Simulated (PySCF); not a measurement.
A structure optimised at PBE-D3(BJ)/def2-SVP, used in a PySCF frequency run:

```
C
H 1 1.1127
H 1 1.1144 2 105.02
C 1 1.5387 2 111.00 3 118.73
H 4 1.1095 1 111.66 2 179.39
H 4 1.1101 5 106.68 1 122.44
H 4 1.1108 5 107.26 6 114.33
Al 1 1.9631 2 108.65 3 -113.79
N 8 1.7792 1 124.33 2 16.22
H 9 1.0223 8 125.17 1 -1.20
H 9 1.0225 10 110.09 8 -179.90
Cl 8 2.1312 9 115.86 10 178.94
```
Charge 0, spin multiplicity 1.

Task: Write its SMILES and formula.

Result: C[CH2][Al]([NH2])[Cl], C2H7AlClN

Task: What are its rotational constants (standard atomic weights)?

Result: 3.1873, 2.1573, 1.3401 GHz
